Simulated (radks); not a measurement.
Problem. Sn2+, 48 electrons, occupied as [Kr] 4d10 5s2. All-electron calculation, Dirac Kohn-Sham, LDA (Slater exchange, Perdew-Wang correlation), spin-unpolarised, spherical densities, point nucleus. Program: a radial shooting solver on a logarithmic mesh with Libxc functionals. Some entries of the table are withheld. Estimate them.

orbital  occ.  eigenvalue (hartree)  <1/r> (bohr^-1)
1s1/2       2             -1064.954            53.04
2s1/2       2             -161.3072            12.30
2p1/2       2             -150.8001            12.29
2p3/2       4             -142.3363            11.44
3s1/2       2             -31.63309            4.344
3p1/2       2             -27.35848            4.256
3p3/2       4             -25.81324            4.048
3d3/2       4                   (1)            3.897
3d5/2       6                   (2)            3.844
4s1/2       2              -5.55470            1.711
4p1/2       2              -4.13029              (3)
4p3/2       4              -3.84887              (4)
4d3/2       4              -1.61745            1.234
4d5/2       6              -1.57859            1.216
5s1/2       2                   (5)           0.5863
5p1/2       0              -0.68486              (6)
5p3/2       0              -0.65775              (7)
6s1/2       0              -0.32639           0.2602
5d3/2       0              -0.31563           0.3144
5d5/2       0              -0.31317           0.3122
4f5/2       0              -0.15494           0.1938
4f7/2       0              -0.15492           0.1937

Solution. 
(1) 3d3/2 eigenvalue (hartree): -18.22884
(2) 3d5/2 eigenvalue (hartree): -17.90951
(3) 4p1/2 <1/r> (bohr^-1): 1.594
(4) 4p3/2 <1/r> (bohr^-1): 1.526
(5) 5s1/2 eigenvalue (hartree): -0.97475
(6) 5p1/2 <1/r> (bohr^-1): 0.4936
(7) 5p3/2 <1/r> (bohr^-1): 0.4766
